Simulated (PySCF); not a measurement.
## Computed properties of C4H5FSi, SMILES C#C/C=C\[SiH2]F

C4H5FSi, SMILES C#C/C=C\[SiH2]F. The structure is a stationary point at ωB97X-D3(BJ)/def2-SVP. The structure was generated by enumeration; whether it is a known compound was not checked. Other conformers were not sampled. All values are computed for the isolated molecule unless a solvent is named; none is compared with measurement here.

**Structure.** The optimised structure has Cs symmetry. All 27 harmonic modes at ωB97X-D3(BJ)/def2-SVP (PySCF) are real, so it is a minimum. With heavy atoms numbered as in [CH:1]#[C:2]/[CH:3]=[CH:4]\[SiH2:5][F:6], the shortest bond between them is C1–C2 at 1.211 Å and the longest C4–Si5 at 1.870 Å.

**Vibrations.** The strongest infrared lines (harmonic, unscaled, degenerate partners summed) lie at 930 cm⁻¹ (325 km/mol, H 63 %, Si 20 %, C 10 %), 2287 cm⁻¹ (137 km/mol, H 96 %), 985 cm⁻¹ (125 km/mol, H 66 %, C 21 %, Si 11 %). The softest mode is at 57 cm⁻¹ and the zero-point energy is 45.8 kcal/mol.

**Electronic structure.** B3LYP/def2-TZVP (PySCF) places the frontier levels at -7.32 and -1.82 eV, a gap of 5.50 eV, and gives a dipole moment of 1.83 D and a mean polarisability of 70.5 bohr³. PBE/def2-TZVP (PySCF) at the same geometry gives -6.50 and -2.54 eV, so its gap is 1.54 eV narrower. An orbital gap is neither the optical nor the fundamental gap.

**Excitations.** TDA-M06-2X/def2-SVPD (PySCF) has S1 at 5.20 eV (238 nm, f = 0.000, dark); the most intense of the 10 singlets computed lies at 5.82 eV (f = 0.30). T1 (TDA) is at 3.65 eV, 1.55 eV under S1. TDA-PBE/def2-SVPD (PySCF) puts S1 at 4.74 eV. No vertical singlet excitation falls in the visible range (under 3.1 eV).

**NMR.** GIAO shifts at PBE0/pcSseg-1 (PySCF) (non-relativistic, atoms alike by connectivity averaged): ¹³C from 85.6 to 152.0 ppm against TMS; ¹H from 3.7 to 6.9 ppm against TMS; ²⁹Si at -5.7 ppm against TMS; ¹⁹F at -231.4 ppm against CFCl3.

**Solvation.** SMD-PBE0/6-31G* (PySCF) gives 0.4 kcal/mol in water, -2.5 kcal/mol in n-hexane, -3.3 kcal/mol in ethanol (1 M in both phases, gas-phase geometry); of these solvents ethanol holds the molecule best.
